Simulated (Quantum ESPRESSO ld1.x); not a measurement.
Results of a calculation; reference values are marked as such.
Q: These are the eigenvalues of the occupied orbitals of an atom or ion with whole-number occupations (eV). Code: ld1.x of Quantum ESPRESSO 7.5. Model: scalar-relativistic Kohn-Sham, LDA (Slater exchange, VWN5 correlation), spin-polarised, spherical densities, point nucleus.

orbital  eigenvalue
1s up      -23794.2
1s down    -23791.9
2s up      -4925.59
2s down    -4922.98
2p up      -4620.47
2p down    -4618.16
3s up      -1988.80

Which element is it, and in what charge state? The configuration may be excited. Open shells, if any, are filled with parallel spins first.

A: Z = 44, ruthenium, charge +33: Ru33+ in [Ne] 3s1. The list shows which subshells hold electrons but not how many an open one holds; the 1s level, -874.42 hartree, gives Z - s = 41.8 by -(Z - s)^2/2, which with screening and relativity narrows Z to a few neighbours, and the depths of the outer levels then fix element, charge and occupations together.
